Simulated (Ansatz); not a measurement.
Species: BH₃ (charge 0, singlet). SMILES: B
Structure (B3LYP-D3(BJ)/def2-TZVP (Ansatz, an electronic-structure program) minimum search):
```xyz
4

B      0.0000     0.0000     0.0000
H     -1.1494    -0.1057    -0.2868
H      0.4289    -0.5640     0.9553
H      0.7205     0.6696    -0.6685
```
Charge 0, spin multiplicity 1.

B3LYP/STO-3G beside other levels, property by property. Terms: LANL2DZ all-electron up to Ne; spin-orbit terms left out; open shells spin-unrestricted; non-relativistic; atomisation electronic, to ground-state atoms; no dispersion term unless named; frozen cores in correlated levels. CBS(X,Y): correlation extrapolated as X^-3; Hartree-Fock from the larger set (for Q and 5 zeta extrapolated as (X+1)exp(-9√X)). First-principles rows: single points at B3LYP-D3(BJ) geometries (Ansatz), with unscaled harmonic terms from B3LYP/6-31G* (Ansatz) at its own minima, enthalpies of formation by atomisation with measured atoms.

Coupled cluster (Ansatz) is a level with limits of its own, used here on species with T1 under 0.025 (0.045 for open shells) and stable references: CCSD(T)/CBS(cc-pVQZ,cc-pV5Z).

```tsv
property	B3LYP/STO-3G (Ansatz)	B3LYP/LANL2DZ (Ansatz)	B3LYP/def2-TZVPD (Ansatz)	wB97X-V/def2-TZVPD (Ansatz)	to compare with
enthalpy of formation at 298 K (kcal/mol)	-75.4	26.0	22.3	24.4	26.7 coupled cluster
B-H bond dissociation enthalpy at 298 K, to [BH2] (BH2) + H atom (kcal/mol)	139.8	104.2	104.1	105.2	104.9 coupled cluster
atomisation energy (kcal/mol)	382.2	280.8	284.5	282.4	280.1 coupled cluster
```

As the rows show:
- enthalpy of formation at 298 K: B3LYP/STO-3G lies 102.1 kcal/mol below coupled cluster.
- B-H bond dissociation enthalpy at 298 K, to [BH2] (BH2) + H atom: B3LYP/STO-3G lies 34.9 kcal/mol above coupled cluster.
- atomisation energy: B3LYP/STO-3G lies 102.1 kcal/mol above coupled cluster.

The properties are those with a value to compare with, at most eight drawn at random. No case is left out for the size of its miss. Left out are saddle points of the reference geometry, anions that the best level run finds unbound, excited spin states, species near biochemistry, 298 K rows of species without real B3LYP wavenumbers, cases with under five habitual levels, runs that failed or that the program found above a lower state of the same kind, table entries that another table contradicts, and a share of species set aside by lot.
